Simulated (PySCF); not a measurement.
Q: Give a PBE0-D3(BJ)/def2-SVP geometry of [Ag(edt)Cl2]2- (`[Cl][Ag-2]1([Cl])[S]C=C[S]1`) [radical]. (Charge -2 and doublet state.)

A: 
Z-matrix in Å and degrees, rows numbered from 1:
```
Ag
S   1  2.4911
C   2  1.7469  1  101.89
C   3  1.3521  2  125.42  1     0.05
S   4  1.7470  3  125.43  2    -0.09
H   3  1.1020  2  115.85  1  -179.94
H   4  1.1020  3  118.72  2   179.91
Cl  1  2.5154  2  174.28  3    -7.88
Cl  1  2.5155  2   88.98  3   179.21
```

The 7 heavy atoms lie in one plane (0.013 Å rms). C3 (carbon bonded to C, S and H) is planar (angles 125.4°, 118.7° and 115.8°, sum 360.0°, 0.00 Å off the plane of its three neighbours). S2 (sulfur bonded to Ag and C) is bent (angle 101.9°). Ag1 (silver bonded to 2 Cl and 2 S) is square planar (angles from 85.4° to 174.3°).

Method: PBE0-D3(BJ)/def2-SVP geometry optimisation, gas phase, def2 core potentials past Kr in PySCF 2.14.0.

Point group: C2v (every atom within 0.08 Å of its image). Whether it is a minimum is left open (no frequencies). ⟨S²⟩ = 0.755 (exact for a doublet: 0.75). Whether so highly charged an anion holds all its electrons in the gas phase wasn't checked; a finite basis holds them in any case. No counter-ion or solvent screens the charge of this multiply charged ion. The geometry's basis has no diffuse functions, a weakness for an anion. Torsions: Ag1–S2–C3–C4 0°, S2–C3–C4–S5 0°, C3–C4–S5–Ag1 0°.

For an open-shell metal species like this, the optimisation's SCF solution wasn't tested for stability and no frequencies at its level were run, so a lower state or another shape may exist.
